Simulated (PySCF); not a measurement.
Spinor energies of Xe(37+) (xenon, charge +37)

Start: [Ne] 3s2 3p5; 3p1/2 filled at m_j = -1/2, +1/2; 3p3/2 filled at m_j = -1/2, +1/2, +3/2. Calculated with PySCF 2.14 in an even-tempered Gaussian basis (19 s from 7.3 bohr⁻², ratio 2.4; 14 p from 9.5 bohr⁻², ratio 2.4; 5 d from 37 bohr⁻², ratio 2.6; 4 f from 56 bohr⁻², ratio 2.6): generalised Hartree-Fock with the X2C-1e Hamiltonian and a Gaussian nucleus; one run each with spin-orbit coupling (SO) switched off, then screened by Boettger's factors.

```tsv
spinor shell	electrons	ε, spin-free (eV)	ε, screened SO (eV)	weight of nominal j (screened SO)	rms radius, screened SO (bohr)
1s1/2	2	-36828.4	-36823.5	1.000	0.0305
2s1/2	2	-7532.1	-7530.2	1.000	0.122
2p1/2	2	-6972.2	-7203.8	1.000	0.105
2p3/2	4	-6972.2	-6867.1	1.000	0.110
3s1/2	2	-2848.5	-2847.8	1.000	0.298
3p1/2	2	-2666.8	-2721.2	0.998	0.286
3p3/2	3	-2666.8	-2641.7	0.998	0.295
```

```csv
quantity,spin-free,screened SO
E (hartree),-6326.04565,-6329.35870
M_J,3/2,3/2
⟨J²⟩,3.751,3.751
⟨L²⟩,2.000,2.012
⟨S²⟩,0.750,0.762
```

Each row is a mean over spinors that exchange with the open shell spreads, by up to 19.172 eV (3s1/2).

Breit and QED terms are absent; they matter most for the inner s and p1/2 levels.

Densities and radii are taken from the X2C orbitals without a picture-change correction, which distorts them close to the nucleus.

Without spin-orbit coupling the j labels of p, d and f shells carry no meaning; the spin-free column gives the mean over the occupied spinors of each nl shell.
